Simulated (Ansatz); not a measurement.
Be13O13⁻. Total charge -1; doublet. Geometry PBE-D4/def2-SVP, that of the neutral singlet; atoms count from 1.

```xyz
26

O    -0.316    2.947   -0.744
O    -1.969    0.995    0.367
O    -0.333    2.695    1.961
O     1.062    0.341    2.533
O    -0.790   -1.332    1.343
O    -1.301    0.753    3.066
O    -0.503    0.913   -1.994
O     1.461    1.518    0.114
O     0.510   -2.858   -0.643
O    -1.730   -1.306   -1.151
O    -0.259   -1.729   -3.033
O     1.843   -1.209    0.522
O     2.458   -1.725   -2.272
Be    0.411    2.683    0.619
Be   -1.591    1.623    1.773
Be   -1.352    1.765   -0.870
Be   -1.697   -0.598    0.241
Be   -0.391   -0.404    2.511
Be    0.133    1.544    2.913
Be    1.676    0.253    1.055
Be   -0.635   -2.396   -1.547
Be    0.447   -1.973    0.651
Be    0.648    1.706   -1.233
Be    1.234   -1.753   -3.018
Be   -0.971   -0.498   -2.304
Be    1.957   -1.956   -0.861
```

Single mean-field runs in def2-TZVP are fitted with def2-universal-jkfit. The highest occupied level of the charge -1 doublet lies above zero (up to 0.78 eV). By energy differences its removal costs 0.27 eV (vertical, to the charge 0 singlet, at PBE0-D4/def2-TZVP); self-interaction error and the lack of diffuse functions both raise the level.

Estimate the Mulliken populations from the PBE0/def2-TZVP orbitals of Ansatz.


| atom | charge (e) | spin (α − β) |
| --- | --- | --- |
| O1 | -0.29 | 0.00 |
| O2 | -0.21 | -0.01 |
| O3 | -0.24 | -0.01 |
| O4 | -0.29 | 0.00 |
| O5 | -0.11 | 0.00 |
| O6 | -0.29 | 0.00 |
| O7 | -0.11 | -0.02 |
| O8 | -0.27 | 0.00 |
| O9 | -0.25 | 0.00 |
| O10 | -0.19 | -0.01 |
| O11 | -0.22 | 0.00 |
| O12 | -0.18 | 0.00 |
| O13 | -0.26 | 0.01 |
| Be14 | 0.25 | 0.00 |
| Be15 | 0.24 | 0.04 |
| Be16 | 0.03 | 0.25 |
| Be17 | 0.35 | -0.09 |
| Be18 | 0.25 | -0.04 |
| Be19 | -0.06 | 0.29 |
| Be20 | 0.34 | -0.09 |
| Be21 | 0.20 | 0.11 |
| Be22 | 0.03 | 0.10 |
| Be23 | 0.07 | 0.09 |
| Be24 | -0.14 | 0.28 |
| Be25 | 0.04 | 0.19 |
| Be26 | 0.31 | -0.11 |
Mulliken values and Mayer orders depend strongly on the basis.

Where does the spin sit?

Summed by element: O -0.04, Be 1.04, of 1 unpaired in all. Largest on single atoms: Be19 0.29, Be24 0.28, Be16 0.25.

And the Mayer bond orders between bonded heavy atoms (over 0.3)?

O1–Be14 0.81 (1.57 Å); O1–Be16 0.84 (1.58 Å); O1–Be23 0.66 (1.65 Å); O2–Be15 0.94 (1.58 Å); O2–Be16 0.86 (1.58 Å); O2–Be17 0.69 (1.62 Å); O3–Be14 0.93 (1.53 Å); O3–Be15 0.58 (1.66 Å); O3–Be19 0.89 (1.56 Å); O4–Be18 0.64 (1.63 Å); O4–Be19 0.95 (1.57 Å); O4–Be20 0.66 (1.60 Å); O5–Be17 0.65 (1.61 Å); O5–Be18 0.99 (1.54 Å); O5–Be22 0.91 (1.56 Å); O6–Be15 0.81 (1.59 Å); O6–Be18 0.85 (1.57 Å); O6–Be19 0.65 (1.65 Å); O7–Be16 0.66 (1.65 Å); O7–Be23 0.83 (1.59 Å); O7–Be25 1.05 (1.52 Å); O8–Be14 0.66 (1.65 Å); O8–Be20 0.82 (1.59 Å); O8–Be23 0.90 (1.58 Å); O9–Be21 0.99 (1.53 Å); O9–Be22 0.93 (1.57 Å); O9–Be26 0.51 (1.72 Å); O10–Be17 0.93 (1.56 Å); O10–Be21 0.83 (1.59 Å); O10–Be25 0.67 (1.60 Å); O11–Be21 0.57 (1.67 Å); O11–Be24 1.11 (1.49 Å); O11–Be25 0.75 (1.60 Å); O12–Be20 0.89 (1.56 Å); O12–Be22 0.66 (1.60 Å); O12–Be26 0.91 (1.58 Å); O13–Be24 1.42 (1.43 Å); O13–Be26 1.12 (1.52 Å).
